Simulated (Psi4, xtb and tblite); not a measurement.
Conformational energy of C5H14SeSi, SMILES C(C(C)(C)C)[SiH2][SeH]. Scanned: dihedral C5–Si6–Se7–H21; all other coordinates were relaxed at GFN2-xTB. Points at φ and −φ are mirror images. Heavy atoms are numbered in the order of the SMILES CC(C)(C)C[SiH2][SeH], hydrogens after them in the order of the atoms that carry them; the mirror image has the same energies with the sign of each dihedral reversed.

- GFN2-xTB (xtb and tblite)
- PBE-D3(BJ)/def2-SVP // GFN2-xTB (Psi4)

Energies relative to the lowest point of each profile, in kJ/mol; the last columns give the difference from PBE-D3(BJ):

```csv
φ / °,GFN2-xTB,PBE-D3(BJ)/def2-SVP,GFN2-xTB − PBE-D3(BJ)/def2-SVP
-160,0.45,1.86,-1.41
-140,1.52,3.31,-1.79
-120,2.36,3.90,-1.54
-100,2.31,2.65,-0.33
-80,1.58,0.68,0.91
-60,0.89,0.00,0.89
-40,0.64,1.27,-0.63
-20,0.72,3.47,-2.75
0,0.81,4.68,-3.87
20,0.72,3.47,-2.75
40,0.64,1.27,-0.63
60,0.89,0.00,0.89
80,1.58,0.68,0.91
100,2.31,2.65,-0.33
120,2.36,3.90,-1.54
140,1.52,3.31,-1.79
160,0.45,1.86,-1.41
180,0.00,1.11,-1.11
```

GFN2-xTB is furthest from PBE-D3(BJ)/def2-SVP at 0 (-3.87 kJ/mol, below); its mean absolute difference over the points is 1.42 kJ/mol.
